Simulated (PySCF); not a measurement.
# Stationary points of AsI2

Method: PBE0/[As def2-TZVP, I def2-TZVP with ECP28], scalar-relativistic core potentials, density fitting, no spin–orbit coupling, PySCF.

Relaxations began from a few typed shapes; open shells are unrestricted. The search is not exhaustive: other isomers or separated fragments can lie lower, and high-lying points may rest on an excited occupation.

```csv
spin,group,bonds,angles,imaginary modes (cm⁻¹),ΔE (kJ/mol),ΔE with ZPE (kJ/mol)
doublet,C2v,As–I 2.522 Å (×2),I–As–I 102.9°,none,0.0,0.0
doublet,D∞h,As–I 2.647 Å (×2),I–As–I 180.0°,"146i, 56i",164.6,–
```

The lowest minimum found is the doublet C2v: As–I 2.522 Å (×2); I–As–I 102.9°.

For the lowest minimum: spin–orbit coupling, left out here, can matter for elements this heavy.

The electron or spin density has lower symmetry than the nuclear frame for the doublet D∞h at 164.6 kJ/mol.
